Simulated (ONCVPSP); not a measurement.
# Reading a pseudo-wave (C (Z = 6))

Columns: radius, all-electron u(r) and pseudo u(r) of the 2s shell (level -13.75 eV) of carbon in the configuration [He] 2s2 2p2; PBE, scalar-relativistic, ONCV scheme, ONCVPSP 4.0.1.

```csv
r (bohr),all-electron,pseudo
0.078,-0.2988,0.0559
0.155,-0.3470,0.1113
0.232,-0.2698,0.1679
0.310,-0.1334,0.2281
0.388,0.0231,0.2921
0.465,0.1761,0.3588
0.542,0.3168,0.4268
0.620,0.4417,0.4947
0.698,0.5473,0.5597
0.775,0.6326,0.6203
0.852,0.6997,0.6770
0.930,0.7506,0.7284
1.008,0.7862,0.7707
1.085,0.8081,0.8003
1.162,0.8189,0.8163
1.240,0.8203,0.8199
1.318,0.8137,0.8137
1.395,0.8009,0.8009
1.472,0.7831,0.7831
1.550,0.7612,0.7612
1.628,0.7362,0.7362
1.705,0.7093,0.7093
1.782,0.6810,0.6810
1.860,0.6514,0.6513
1.938,0.6212,0.6212
2.015,0.5914,0.5914
```

(1) How many radial nodes do the two functions have?

(2) At about which radius was the pseudo-wave matched?

(3) Where does each function peak?

(4) Is the pseudo-wave norm-conserving?

Results:

(1) The all-electron 2s function has n − l − 1 = 1; the pseudo-wave has 0, since the states of the same l below it are removed with the core.

(2) 1.35 bohr. The columns agree to 0.0005 from 1.24 bohr on; several derivatives are matched, so the curves merge somewhat inside the radius.

(3) Outermost all-electron maximum near 1.24 bohr, pseudo maximum near 1.24 bohr (to the table’s step).

(4) Yes: the ONCV scheme keeps the norm inside the radius equal to the all-electron one, which fixes the energy derivative of the logarithmic derivative at the level.
